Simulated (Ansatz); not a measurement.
System: C$_{2}$H$_{8}$ClSi$_{2}$, net charge 0, doublet state. SMILES: [CH2][SiH](C)[SiH2]Cl
Geometry: optimised at B3LYP-D3(BJ)/def2-TZVP (Ansatz, a quantum-chemistry and plane-wave program).

Quantity: enthalpy of formation at 298 K, in kcal/mol. Terms: non-relativistic; frozen cores in correlated levels; six Cartesian d functions in 6-31G* and its kin unless marked 5d; no dispersion term unless named; open shells spin-unrestricted; 6-311+G** with 5d, 6d on Na to Ar in Ansatz; LANL2DZ with its own core potentials from Na on; spin-orbit terms left out. CBS marks a two-point X^-3 extrapolation of the correlation energy; Hartree-Fock from the larger set. First-principles rows: single points at B3LYP-D3(BJ) geometries (Ansatz), with unscaled harmonic terms from B3LYP/6-31G* (Ansatz) at its own minima, enthalpies of formation by atomisation with measured atoms.

Coupled cluster (Ansatz) is a level with limits of its own, used here on species with T1 under 0.025 (0.045 for open shells) and stable references: CCSD(T)/CBS(cc-pV(T+d)Z,cc-pV(Q+d)Z).

Value to compare with, CCSD(T)/CBS(cc-pV(T+d)Z,cc-pV(Q+d)Z) (Ansatz): -7.1 kcal/mol.

```csv
level,program,enthalpy of formation at 298 K (kcal/mol),difference
B3LYP/STO-3G,Ansatz,-283.4,-276.3
B3LYP/3-21G,Ansatz,54.8,61.9
B3LYP/LANL2DZ,Ansatz,51.2,58.3
B3LYP/6-31G,Ansatz,72.3,79.4
B3LYP/6-31G*,Ansatz,16.8,23.9
B3LYP/6-31+G*,Ansatz,20.9,28.0
B3LYP/6-31G**,Ansatz,9.6,16.7
B3LYP/def2-SVP,Ansatz,11.9,19.0
B3LYP/cc-pVDZ,Ansatz,33.4,40.5
B3LYP/6-311+G**,Ansatz,20.1,27.2
B3LYP/def2-TZVPD,Ansatz,8.0,15.1
```

Among the 10 habitual levels, B3LYP/STO-3G lies farthest from CCSD(T)/CBS(cc-pV(T+d)Z,cc-pV(Q+d)Z) (Ansatz) (-276.3 kcal/mol) and B3LYP/6-31G** nearest (16.7); 9 of 10 lie above it, and their mean absolute difference is 63.1 kcal/mol, the median 34.2. One case shows no general order.

The sets are all those run for this method; left out are runs that failed, that the program found above a lower state of the same kind, or whose <S^2> lies over 0.5 above the pure value.
